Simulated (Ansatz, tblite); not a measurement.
Cost and result up the ladder for K3Bi⁺ (4 atoms). The state is a doublet with charge 1. Geometry: PBE0-D4/def2-TZVP.

```xyz
4

K     0.793   -0.109   -3.255
K     1.655   -1.880    2.228
K    -2.452    2.004    1.033
Bi    0.004   -0.015   -0.005
```

Ansatz on 4 threads of Arm Neoverse V2 on a shared host; xTB runs through tblite on one thread. Times are rough, summed over both states, and most runs start from the orbitals of an earlier one. B2PLYP/def2-TZVP serves as the yardstick here, not as an exact answer. Differences are given only for rows in sets of like size (and for xTB, whose basis is part of the method), since another set adds its own error. The other state is a quartet at its own geometry, which has other bonds, so the gap mixes isomer and spin.

In the def2 sets Bi takes a core potential; there is no spin–orbit coupling. The xTB rows come from tblite. LC-ωPBE has ω = 0.4 bohr⁻¹. B3LYP takes the VWN-RPA correlation. Correlated methods freeze 19 core orbitals; core or outer-core shells of K, Bi are correlated, in sets that lack core-valence functions. The rows differ in basis, and correlated rows in double-zeta sets carry the largest basis error. The structure comes from a short search, and lower isomers may exist.

Correlated methods converge slowly with the basis, most of all in double-zeta sets (MP2 moves by 0.20 eV from def2-SVP to def2-TZVP here).

xTB has no spin-polarisation term.

| level | functions | wall time | quartet − doublet (eV) | difference from B2PLYP/def2-TZVP (eV) |
| --- | --- | --- | --- | --- |
| GFN1-xTB | 16 | 0.002 s | 1.05 | -0.30 |
| GFN2-xTB | 16 | 0.004 s | 0.81 | -0.54 |
| MP2/def2-TZVP | 149 | 5.3 s | 1.30 | -0.05 |
| PBE-D4/def2-TZVP (with forces) | 149 | 7.4 s | 1.29 | -0.06 |
| B3LYP-D4/def2-TZVP | 149 | 10 s | 1.27 | -0.08 |
| PBE0-D4/def2-TZVP | 149 | 12 s | 1.26 | -0.09 |
| BHLYP-D4/def2-TZVP | 149 | 12 s | 1.22 | -0.13 |
| RPA@PBE/def2-TZVP | 149 | 13 s | 1.17 | -0.18 |
| B2PLYP/def2-TZVP | 149 | 16 s | 1.35 | 0.00 |
| LC-ωPBE/def2-TZVP | 149 | 20 s | 1.25 | -0.10 |
| r2SCAN-D4/def2-TZVP | 149 | 21 s | 1.31 | -0.03 |
| CCSD(T)/def2-SVP | 98 | 31 s | 1.06 | – |
| ωB97M-V/def2-TZVP | 149 | 46 s | 1.55 | 0.20 |
